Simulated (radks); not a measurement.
Q: Species: the tellurium ion Te16+. Configuration: [Ar] 3d10 4s2 4p5 5s1 (not the ground configuration). All-electron calculation, scalar-relativistic Kohn-Sham, MS2 meta-GGA, spin-polarised, spherical densities, finite nucleus; open shells are filled with parallel spins first (spin-orbit coupling, left out, can overturn this in heavy ions); meta-GGA in the generalised Kohn-Sham scheme; Fermi nuclear charge, rms radius 4.7423 fm. Program: a radial shooting solver on a logarithmic mesh with Libxc functionals. Some entries of the table are withheld. Estimate them.

orbital,occ.,eigenvalue (eV),<r^2> (bohr^2),<r> (bohr)
1s up,1,-32074.79,0.001047,0.02780
1s down,1,-32074.20,0.001047,0.02780
2s up,1,-5276.569,0.01688,0.1196
2s down,1,-5276.274,0.01688,0.1196
2p up,3,-4774.747,0.01337,0.1047
2p down,3,-4774.216,0.01337,0.1047
3s up,1,-1369.307,0.1163,0.3192
3s down,1,-1368.933,0.1163,0.3191
3p up,3,-1204.803,0.1165,0.3171
3p down,3,-1204.234,0.1164,0.3171
3d up,5,-960.1037,0.1013,0.2929
3d down,5,-959.3856,0.1011,0.2928
4s up,1,-519.0853,0.5532,0.7025
4s down,1,-516.2948,0.5544,0.7034
4p up,3,(1),0.6016,0.7304
4p down,2,(2),0.6014,0.7305
4d up,0,-378.5093,0.6734,(3)
4d down,0,-374.9552,0.6699,(4)
5s up,1,-265.7484,1.869,1.296
5s down,0,-259.4279,1.894,1.305
5p up,0,-242.7977,2.058,(5)
5p down,0,-236.8890,2.097,(6)

A: 
(1) 4p up eigenvalue (eV): -462.5670
(2) 4p down eigenvalue (eV): -459.5814
(3) 4d up <r> (bohr): 0.7682
(4) 4d down <r> (bohr): 0.7661
(5) 5p up <r> (bohr): 1.358
(6) 5p down <r> (bohr): 1.371
